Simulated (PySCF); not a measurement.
## Shapes and spin states of RuO(OH)

These are results of PBE0/[Ru def2-TZVP with ECP28, O def2-TZVP, H def2-TZVP], scalar-relativistic core potentials, density fitting, no spin–orbit coupling, PySCF, not measurements.

Relaxations began from a few typed shapes and spin states; open shells are unrestricted. The search is not exhaustive: other isomers or separated fragments can lie lower, and high-lying points may rest on an excited occupation.

Task: Order these stationary points by electronic energy, lowest first, in kJ/mol from the lowest minimum.
A. doublet Cs: O–H 0.957 Å, Ru–O 1.620 Å, Ru–O 1.816 Å; H–O–Ru 147.4°, O–Ru–O 159.0°
B. quartet C1: O–H 0.963 Å, Ru–O 1.670 Å, Ru–O 1.871 Å; H–O–Ru 116.6°, O–Ru–O 129.4°
C. sextet Cs: O–H 0.959 Å, Ru–O 1.756 Å, Ru–O 1.944 Å; H–O–Ru 123.8°, O–Ru–O 149.0°

Result: A (0.0), B (4.5), C (100.1).

Task: Which of them are minima?

Result: By energy in kJ/mol, 0.0: minimum; 4.5: minimum; 100.1: minimum.

For the lowest minimum: open d and f shells are described by one determinant, and the ground state may have another occupation or spin.
